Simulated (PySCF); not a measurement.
# Checking a proposed structure

A compound C₈H₁₀ gives the data below (simulated from a calculation) and was assigned the structure `C/C=C\C1=CCC=C1`.

13C{1H} NMR (computed): δ 151.4 (C), 134.2 (CH, 2C), 133.3 (CH, 2C), 131.0 (CH), 35.3 (CH2), 22.6 (CH3).

1H NMR (400 MHz, computed): δ 7.60 (m, 2H), 7.49 (m, 2H), 7.48 (m, 1H), 2.65 (q, 2H), 1.20 (t, 3H).

Computational details: structure optimised with GFN2-xTB, PBE0/pcSseg-1 with gauge-including orbitals, in PySCF 2.14.0 with density-fitted response routines (fast rotation and ring inversion assumed for equivalent nuclei, single conformer, no relativistic terms, gas phase).

Referencing at the same level of theory: 1H, 13C against TMS.

Question: Compare with the shifts computed for the proposed structure, pairing carbons in order of shift.

Answer: Atoms are numbered as in `[CH3:1]/[CH:2]=[CH:3]\[C:4]1=[CH:5][CH2:6][CH:7]=[CH:8]1`. Hydrogens are named by the atom that carries them.

```csv
atom,computed for proposal,given list,difference
C4,149.5,151.4,-1.9
C8,145.2,134.2,+11.0
C7,141.0,134.2,+6.8
C5,138.0,133.3,+4.7
C2,137.6,133.3,+4.3
C3,131.8,131.0,+0.8
C6,47.9,35.3,+12.6
C1,19.2,22.6,-3.4
```

The rms difference is 6.9 ppm and the largest +12.6 ppm at C6 (allylic sp3 CH2). The proposal also would give 8 carbon signals, not 6. The proposal doesn't fit.

Question: Which isomer fits?

Answer: SMILES CCC1=CC=CC=C1.

Carbon types of the structure: 1 × C, 5 × CH, 1 × CH2, 1 × CH3, which accounts for all hydrogens. δC 151.4: substituted aromatic carbon. δC 134.2, 133.3, 131.0: aromatic CH; the aromatic region. δC 22.6: methyl carbon; aliphatic region, no heteroatom directly attached. δH 7.60, 7.49, 7.48: hydrogen on an aromatic CH; the ring current deshields protons in the ring plane.

Other isomers checked: C=CC1=C(C=C)CC1 (rms 8.3 ppm).

The data come from this structure; uniqueness wasn't tested.

Shifts are as computed. Against solution values, carbons near 30 ppm lie about +3 ppm off and those near 130 ppm about +5 ppm. Of 1211 compounds with measured shifts, 218 miss one by over three times the rms of a fit or turn the order of signals round; such compounds aren't used in these exercises. No couplings were computed; multiplicities are counted from neighbouring protons, with m where these are inequivalent, close in shift, in a saturated or five-membered ring or joined by F or P, and br s for small geminal =CH2 splittings.
